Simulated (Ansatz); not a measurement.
Correlation energies of C₃H₈AlF, SMILES `CC[CH](F)[AlH2]` by basis set

Z-matrix (Å, degrees):
```
C
C 1 1.521
H 1 1.091 2 110.7
H 1 1.092 2 111.3 3 -120.2
H 1 1.094 2 110.8 3 119.6
C 2 1.519 1 113.5 3 -58.4
H 2 1.097 1 110.0 3 -179.1
H 2 1.097 1 109.5 3 64.4
Al 6 1.989 2 114.5 1 -177.4
F 6 1.411 2 108.9 1 59.6
H 6 1.101 2 107.9 1 -54.6
H 9 1.584 6 120.9 2 -114.2
H 9 1.590 6 117.7 2 65.0
```

Total charge 0; spin multiplicity 1. Geometry: relaxed with PBE0-D4/def2-TZVP. It is one conformer, not always the lowest. Frozen core, restricted reference, Ansatz 0.2.0. CBS rows extrapolate triple and quadruple zeta; past MP2 they add the triple-zeta difference.

```
     basis     HF (Eh)  MP2 corr.
def2-TZVPP  -459.68391   -0.85305
def2-QZVPP  -459.70099   -0.91663
```

(1) Estimate the CCSD correlation energy and the (T) correction in each basis where they were run (hartree).

Answers

(1) 
```csv
basis,CCSD corr.,(T)
def2-TZVPP,-0.90307,-0.03155
CBS(def2),-1.01373,as TZ
```
